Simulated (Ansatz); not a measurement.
The lowest singlet and triplet of CHBr (SMILES [CH]Br); geometries from B3LYP-D3(BJ)/def2-TZVP, each state relaxed from the structure named, with no frequency check.
Singlet (charge 0, multiplicity 1):
```json
[
 {"atom": "C", "x (Å)": "-1.4277", "y (Å)": "0.6063", "z (Å)": "0.0000"},
 {"atom": "Br", "x (Å)": "0.3028", "y (Å)": "-0.0947", "z (Å)": "0.0000"},
 {"atom": "H", "x (Å)": "-2.0332", "y (Å)": "-0.3225", "z (Å)": "0.0000"}
]
```
Triplet (charge 0, multiplicity 3):
```xyz
3

C     -1.44609     0.39203     0.00000
Br     0.31345    -0.05912     0.00000
H     -2.29434    -0.28284     0.00000
```

A positive gap puts the triplet lower; no zero-point energy. R- takes a restricted singlet. U- takes an unrestricted singlet (broken symmetry where lower, unprojected). The triplet is unrestricted in single-reference levels.

Frozen-core correlation. Filled d and f shells under p-block atoms count as core.

The values were computed with Ansatz (a quantum-chemistry and plane-wave program) with Gaussian orbitals. Values without a source in brackets are computed.

### Question
One of these levels gives 0.125 eV for the gap E(singlet) − E(triplet), adiabatic. Which?
A) U-MP2/cc-pVDZ (spin-contaminated)
B) R-PBE/def2-TZVPP
C) R-r2SCAN/def2-TZVPP
D) R-BHLYP/def2-TZVPP

### Answer
A, U-MP2/cc-pVDZ (spin-contaminated). The others give -0.103 (R-PBE/def2-TZVPP), 0.194 (R-r2SCAN/def2-TZVPP), 0.027 (R-BHLYP/def2-TZVPP)

Doubts at one or more of the structures used: a restricted determinant that unrestricted orbitals would lower (R-PBE/def2-TZVPP, R-r2SCAN/def2-TZVPP, R-BHLYP/def2-TZVPP).
